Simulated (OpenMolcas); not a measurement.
## Ni2+ in a point-charge field

Ni2+ among 4 point charges of -0.5 e arranged as a tetrahedron (Td), 2.02 Å from the ion.

- Program: OpenMolcas 26.06
- Method: CASSCF
- Basis: ANO-RCC-VDZP [5s4p2d1f]
- Scalar Hamiltonian: DKH2, point nucleus
- Active space: 8 electrons in 5 orbitals (3d)
- State averaging: 2S+1 = 3 even, 10 roots; 2S+1 = 1 even, 15 roots
- Spin-orbit coupling: state interaction with AMFI integrals over the reference wave functions

The lowest spin-free states (labels of Td), above the lowest:

| State | Degeneracy | E (cm-1) | Free-ion L (%) |
| --- | --- | --- | --- |
| 3T1 | 3 | 0.0 | F (100) |
| 3T2 | 3 | 366.8 | F (100) |
| 3A2 | 1 | 823.7 | F (100) |
| 1T2 | 3 | 16122 | D (100) |
| 1E | 2 | 16345 | D (100) |
| 3T1 | 3 | 19656 | P (100) |
| 1T2 | 3 | 25095 | G (100) |
| 1E | 2 | 25279 | G (100) |
| 1T1 | 3 | 25318 | G (100) |
| 1A1 | 1 | 25397 | G (100) |
| 1A1 | 1 | 61771 | S (100) |

The lowest levels with spin-orbit coupling:

```
E (cm-1)  Degeneracy  Label  2S+1
     0.0           1     A1     3
   116.9           3     T1     3
   222.6           2      E     3
   475.0           3     T2     3
    1648           3     T1     3
    1662           3     T2     3
    1766           1     A2     3
    2502           2      E     3
    2806           3     T2     3
   16967           3     T2     1
   17160           2      E     1
   20653           3     T2     3
   20678           2      E     3
   21054           3     T1     3
   21331           1     A1     3
   26166           3     T2     1
   26351           2      E     1
   26390           3     T1     1
   26468           1     A1     1
   62893           1     A1     1
```

Powder χT (cm3 K/mol): 0.0951 at 2 K, 0.475 at 10 K, 2.2 at 50 K, 3.14 at 100 K, 3.61 at 200 K, 3.75 at 300 K. The effective moment at 300 K is 2.828 √(χT) = 5.48 μB.

The lowest level has 2S+1 = 3, for which the spin-only value is χT = S(S+1) / 2 = 1.000 cm3 K/mol (g = 2). The computed 3.753 at 300 K differs by +2.753, through orbital momentum, spin-orbit coupling and any other state in reach. With a threefold ground state the orbital momentum is unquenched, so the spin-only value is not expected to hold.

A least-squares ligand-field fit to the states below 45000 cm-1, each weighted by its degeneracy and with a free common offset, gives 10Dq = -441 cm-1 (negative for this site), B = 1291 cm-1 and C = 4737 cm-1 (C/B = 3.67), with an rms deviation of 13 cm-1.

An orbital triplet at a regular site is open to Jahn-Teller coupling, which can distort the site and quench the lowest spin-orbit gaps and is left out. Without dynamic correlation the repulsion within the d shell is too large (B by tens of per cent), so at a given field states of lower spin stand too high. The ground term spreads over less than 5000 cm-1, several times less than with real ligands, so orbital moments are less quenched and χT lies further from the spin-only value than at real sites. Point charges carry no covalency, so the field is a model and not that of real ligands. No measured value stands beside these numbers.
